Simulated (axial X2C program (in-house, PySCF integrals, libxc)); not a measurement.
**MnCl⁺: the levels of the configuration d4 s1 p(π)0**

Calculated with an axial X2C code built on PySCF integrals: two-component X2C with atomic mean-field Coulomb and Gaunt terms, basis Mn dyall-v3z, Cl dyall-v3z (cores contracted in-house). Orbitals come from Hartree–Fock averaged over the configuration Mn d4 s1 p(π)0; CI then distributes these electrons over the d, s, p(π) shells of Mn.

R = 2.099 Å (near the minimum of the configuration average).

Active spinors (ω > 0):

```tsv
shell	ω	ε (eV)	character
d	3/2	-15.25	100% Mn d
d	5/2	-15.17	100% Mn d
d	1/2	-14.67	93% Mn d, 6% Cl p
d	3/2	-14.62	92% Mn d, 6% Cl p
d	1/2	-14.20	87% Mn d, 8% Cl p
s	1/2	-10.49	68% Mn s, 28% Mn p
p(π)	1/2	-3.81	89% Mn p, 5% Mn d
p(π)	3/2	-3.77	89% Mn p, 5% Mn d
```

Lowest levels of this model:

```json
{"Ω": "5/2", "energy (cm⁻¹)": "0", "g∥": "10.01", "configuration": "94% d5"}
{"Ω": "3/2", "energy (cm⁻¹)": "3", "g∥": "6.01", "configuration": "94% d5"}
{"Ω": "1/2", "energy (cm⁻¹)": "4", "g∥": "2.00", "configuration": "94% d5"}
{"Ω": "1/2", "energy (cm⁻¹)": "23840", "g∥": "2.00", "configuration": "95% d4 s1"}
{"Ω": "3/2", "energy (cm⁻¹)": "23846", "g∥": "6.00", "configuration": "95% d4 s1"}
{"Ω": "5/2", "energy (cm⁻¹)": "23860", "g∥": "10.01", "configuration": "95% d4 s1"}
```

g∥ is the magnitude of 2⟨Lz + ge Sz⟩ for the +Ω component.

(1) From Ω and g∥ of the lowest level, whose 2⟨Lz + ge Sz⟩ is positive, find ⟨Sz⟩ and ⟨Lz⟩ (ge = 2.0023).

Occupations of the active spinors in the lowest level by ω, shell by shell in order of energy: -5/2: 0.00; -3/2: 1.00 0.00 0.00; -1/2: 0.99 0.01 0.00 0.00; 1/2: 0.01 0.94 0.05 0.00; 3/2: 0.01 0.99 0.00; 5/2: 1.00. The leading determinant has weight 0.92 among 433.

This point took 0.77 s on 1 thread of Arm Neoverse V1, with other jobs on the host.

Dynamic correlation is missing, so gaps between terms are too wide and other configurations may lie lower; the lowest level listed is that of this model, not necessarily the ground state. The lowest levels belong to d5, not to the averaged configuration, so orbitals and distance suit them less well. For d shells the ligand-field splittings (σ, π, δ) and their order can be off by a thousand cm⁻¹ or more. At most 4 roots were kept for each Ω > 0 (twice that for Ω = 0) within 3.2 eV of the lowest, so higher up levels can be missing between those listed; levels with Ω > 0 are doubly degenerate and listed once, Ω = 0 levels singly. States that fill the shells left empty in the average are placed too high.

Answers

(1) Ω = ⟨Lz⟩ + ⟨Sz⟩ = 5/2 and ⟨Lz⟩ + ge⟨Sz⟩ = 5.005, so ⟨Sz⟩ = 2.50 and ⟨Lz⟩ = 0.00.
